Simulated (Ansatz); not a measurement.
Species: CLiN (charge 0, singlet). 
Geometry from a B3LYP-D3(BJ)/def2-TZVP (Ansatz, a first-principles code) optimisation:
```
N
C 1 1.1713
Li 1 1.7580 2 180.00
```
Charge 0, spin multiplicity 1.

Basis-set convergence of Hartree-Fock and MP2 correlation energies (hartree) with Ansatz. Correlated levels leave the core frozen unless marked. No spin-orbit coupling. Non-relativistic.

| basis | functions | E(HF) | E(corr, MP2) |
|---|---|---|---|
| def2-SVP | 37 | -99.70708 | -0.27068 |
| def2-TZVPP | 81 | -99.82319 | -0.33332 |
| def2-QZVPP | 149 | -99.82759 | -0.35707 |

Extrapolating the two largest sets (X = 3 and 4) as X^-3: E(corr) = (64·(-0.35707) - 27·(-0.33332))/37 = -0.3744 Eh, an estimate of the basis-set limit. The largest set recovers 95.4 % of it, the smallest 72.3 %.
